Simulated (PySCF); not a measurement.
C₅H₁₁BO₃.
Z-matrix (Å and degrees, PBE0-D3(BJ)/def2-SVP geometry), rows numbered from 1:
```
C 
C   1  1.5143
C   2  1.5174  1  113.08
O   2  1.4245  1  107.50  3   121.06
B   4  1.3452  2  120.32  1   154.04
O   5  1.3753  4  124.29  2    -2.14
C   6  1.4131  5  107.94  4  -179.34
C   7  1.5478  6  105.19  5    -0.63
O   5  1.3691  4  122.32  2   178.09
H   1  1.1000  2  110.81  3    60.37
H   1  1.0996  2  110.49  3  -179.29
H   1  1.1004  2  110.31  3   -59.85
H   2  1.1046  1  109.34  3  -121.26
H   3  1.0998  2  110.43  1  -178.65
H   3  1.1005  2  110.88  1   -58.88
H   3  1.1009  2  110.21  1    61.28
H   7  1.1025  6  109.66  5   120.34
H   7  1.1023  6  109.68  5  -121.61
H   8  1.1025  7  112.16  6   120.01
H   8  1.1026  7  112.17  6  -118.75
```

Level: PBE0/pcSseg-1 in PySCF, non-relativistic, on one gas-phase PBE0-D3(BJ)/def2-SVP geometry that isn't relaxed in the solvent. The solvent is an IEF-PCM continuum (Bondi radii, 1.10 Å for H, scaled by 1.2). Specific hydrogen bonds and non-electrostatic terms are outside this model.

| run | E − E(gas) (kJ/mol) | HOMO (eV) | HOMO–LUMO gap (eV) | dipole (D) |
| --- | --- | --- | --- | --- |
| gas | 0.00 | -7.89 | 9.14 | 2.26 |
| P | -25.44 | -7.87 | 9.28 | 2.90 |
| Q | -17.89 | -7.87 | 9.25 | 2.70 |

Task: The runs were made in chloroform and dimethylsulfoxide. Which run belongs to which solvent?

Result: P = dimethylsulfoxide, Q = chloroform. The dielectric constants are 4.711 (chloroform), 46.83 (dimethylsulfoxide), and the energy falls further as ε rises. In this model the ground state sees the solvent through ε alone.

Task: How constant is the ratio of the lowering to (ε − 1)/(2ε + 1)?

Result: 
```
          solvent  (ε − 1)/(2ε + 1)  E − E(gas) (kJ/mol)  ratio (kJ/mol)  polarisation term (kJ/mol)
       chloroform             0.356               -17.89           -50.2                      -19.80
dimethylsulfoxide             0.484               -25.44           -52.5                      -29.40
```

The ratio changes by +4.6 % in size from chloroform to dimethylsulfoxide. The polarisation term is half the interaction of the solute with the induced surface charges.
